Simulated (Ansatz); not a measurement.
Reaction (cleavage of the Si–Ge bond): `[SiH3][GeH2][SiH3]` + `OBF` → `FBO[SiH3]` + `[SiH3][GeH3]`

Program: Ansatz. Geometries: PBE0-D4/def2-TZVP. ΔE: electronic, gas phase. CCSD(T)/CBS adds triple-zeta CCSD(T) − MP2 to the extrapolated MP2 energy (def2 sets, frozen cores). This one scheme is used for every species. DFT in def2-TZVPP. B3LYP here is the variant with VWN-RPA as its local correlation; programs differ in this. HSE06 is defined as in plane-wave codes. For Ge outer-core shells are correlated without core-valence functions, which leaves a few kJ/mol of doubt a bond. Scalar relativity is left out up to krypton. Each species was taken in one conformer, which may not be the lowest.

| level | ΔE (kJ/mol) | difference from CCSD(T)/CBS |
| --- | --- | --- |
| BLYP-D4 | -57.2 | 3.6 |
| B97M-V | -65.7 | -4.9 |
| B3LYP-D4 | -61.7 | -0.9 |
| r2SCANh-D4 | -57.8 | 3.0 |
| HSE06-D4 | -46.2 | 14.6 |
| PBE-QIDH | -57.9 | 2.9 |
| BLYP | -61.2 | -0.4 |
| r2SCAN | -57.8 | 3.0 |
| PBE0 | -48.9 | 11.9 |
| BHLYP | -75.4 | -14.6 |
| HF/def2-SVP | -74.9 | -14.1 |
| CCSD/def2-TZVPP | -65.2 | -4.4 |
| CCSD(T)/def2-TZVPP | -61.6 | -0.8 |
| MP2/def2-QZVPP | -65.0 | -4.2 |
| SCS-MP2/def2-QZVPP | -71.8 | -11.0 |
| HF/CBS(def2) | -93.0 | -32.2 |
| CCSD(T)/CBS | -60.8 | 0 |

Largest T1 diagnostic among the species: 0.013.

The D4 term adds +3.9 kJ/mol with B3LYP and +2.4 kJ/mol with PBE0; it sums over pairs of atoms, weighted by their polarisabilities, and B3LYP, whose exchange is more repulsive, gets the larger term. From PBE to PBE0 (25 % exact exchange), in def2-TZVPP and without D4, ΔE moves by −6.4 kJ/mol.
